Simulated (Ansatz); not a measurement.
Species: sum formula AlOF2H, net charge 0, singlet state. 
Structure (B3LYP-D3(BJ)/def2-TZVP (Ansatz, an electronic-structure program) minimum search):
```
Al
F 1 1.6384
F 1 1.6431 2 118.54
O 1 1.6783 2 118.97 3 180.00
H 4 0.9580 1 124.22 2 180.00
```
Charge 0, spin multiplicity 1.

Property: vertical ionisation energy (to the doublet state of charge +1; each state is the SCF solution reached for its spin), in eV. Cores are frozen in the correlated levels unless marked. Open shells are spin-unrestricted. Spin-orbit coupling is left out. No relativistic terms. Basis-set limits of correlation are two-point, X^-3; Hartree-Fock from the larger set.

```json
[
 {"level": "BHLYP/def2-TZVPD", "program": "Ansatz", "vertical ionisation energy (eV)": "12.80"},
 {"level": "wB97M-V/def2-TZVPD", "program": "Ansatz", "vertical ionisation energy (eV)": "[?]"},
 {"level": "wB97X-V/def2-TZVPD", "program": "Ansatz", "vertical ionisation energy (eV)": "13.06"},
 {"level": "SCS-MP2/aug-cc-pV(T+d)Z", "program": "Ansatz", "vertical ionisation energy (eV)": "13.17"},
 {"level": "CCSD(T)/CBS(aug-cc-pV(T+d)Z,aug-cc-pV(Q+d)Z)", "program": "Ansatz", "vertical ionisation energy (eV)": "13.19"}
]
```

Q: Some entries are withheld; supply them.

A: 
- wB97M-V/def2-TZVPD, vertical ionisation energy (eV): 13.04
